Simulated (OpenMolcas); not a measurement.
Re2+ in a point-charge field

Re2+ among 5 point charges of -1.3 e arranged as a trigonal bipyramid (D3h), 2.23 Å from the ion, with the axial distance 2.475 Å.
```
   2.2300    0.0000    0.0000  -1.30
  -1.1150    1.9312    0.0000  -1.30
  -1.1150   -1.9312    0.0000  -1.30
   0.0000    0.0000    2.4753  -1.30
   0.0000    0.0000   -2.4753  -1.30
```

```json
{
 "Program": "OpenMolcas",
 "Method": "CASSCF",
 "Basis": "ANO-RCC-VDZP [7s6p4d2f1g]",
 "Scalar Hamiltonian": "DKH2, point nucleus",
 "Active space": "5 electrons in 5 orbitals (5d)",
 "State averaging": "2S+1 = 6 even, 1 root; 2S+1 = 4 even, 24 roots; 2S+1 = 2 even, 75 roots",
 "Spin-orbit coupling": "state interaction with AMFI integrals over the reference wave functions"
}
```

The lowest spin-free states (labels of D3, the rotations of D3h), above the lowest:

```tsv
State	Degeneracy	E (cm-1)	Free-ion L (%)
6A1	1	0.0	S (100)
4E	2	18464	G (68)
4E	2	21487	G (96)
4A2	1	21658	G (99)
4A1	1	21939	G (98)
4A1	1	21999	G (100)
4E	2	22165	G (100)
4A2	1	25950	P (100)
4E	2	26214	D (92)
4E	2	26435	D (93)
4A1	1	27153	D (100)
2E	2	27873	I (61)
2E	2	28503	I (76)
4E	2	28588	P (70)
2A1	1	29106	I (73)
2A2	1	29392	I (74)
2E	2	29557	I (73)
2A1	1	31150	I (99)
2E	2	31455	I (96)
2A1	1	31687	I (100)
```

The lowest levels with spin-orbit coupling:

| E (cm-1) | Degeneracy | Label | 2S+1 | g |
| --- | --- | --- | --- | --- |
| 0.0 | 2 | E1/2 | 6 | 0.00 0.00 9.83 |
| 94.0 | 2 | E3/2 | 6 | 0.00 0.00 5.90 |
| 170.8 | 2 | E1/2 | 6 | 1.97 5.91 5.91 |
| 16069 | 2 | E3/2 | 4 (69 %) | 0.00 0.00 3.49 |
| 17328 | 2 | E1/2 | 4 (77 %) | 0.12 0.12 6.78 |
| 18309 | 2 | E1/2 | 4 | 0.78 1.36 1.36 |
| 19333 | 2 | E1/2 | 4 (89 %) | 1.90 1.90 2.75 |
| 19942 | 2 | E1/2 | 4 (85 %) | 0.07 0.07 5.12 |
| 20206 | 2 | E3/2 | 4 (89 %) | 0.00 0.00 1.73 |
| 20777 | 2 | E1/2 | 4 | 0.07 0.07 8.68 |
| 20795 | 2 | E1/2 | 4 (82 %) | 1.19 1.93 1.93 |
| 21377 | 2 | E1/2 | 4 (90 %) | 0.16 0.16 3.36 |
| 21526 | 2 | E3/2 | 4 (84 %) | 0.00 0.00 3.03 |
| 21775 | 2 | E1/2 | 4 (78 %) | 0.01 0.01 12.95 |
| 22231 | 2 | E3/2 | 4 (89 %) | 0.00 0.00 10.68 |
| 22264 | 2 | E1/2 | 4 | 3.26 5.34 5.34 |
| 22329 | 2 | E1/2 | 4 | 0.65 0.80 0.80 |
| 22479 | 2 | E1/2 | 4 | 1.64 1.64 6.30 |
| 22508 | 2 | E1/2 | 4 | 0.36 3.41 3.41 |
| 22637 | 2 | E1/2 | 4 | 0.80 0.80 1.80 |

Powder χT (cm3 K/mol): 3.06 at 2 K, 3.2 at 10 K, 3.77 at 50 K, 4.04 at 100 K, 4.18 at 200 K, 4.21 at 300 K. The effective moment at 300 K is 2.828 √(χT) = 5.80 μB.

The lowest level has 2S+1 = 6, for which the spin-only value is χT = S(S+1) / 2 = 4.375 cm3 K/mol (g = 2). The computed 4.211 at 300 K differs by -0.164, through orbital momentum, spin-orbit coupling and any other state in reach.

Without dynamic correlation the repulsion within the d shell is too large (B by tens of per cent), so at a given field states of lower spin stand too high. Point charges give a weaker field than real ligands, and real ions of this kind are as a rule low spin; the high spin found here belongs to the model. This is an electrostatic model: the charges have no orbitals. No measured value stands beside these numbers.
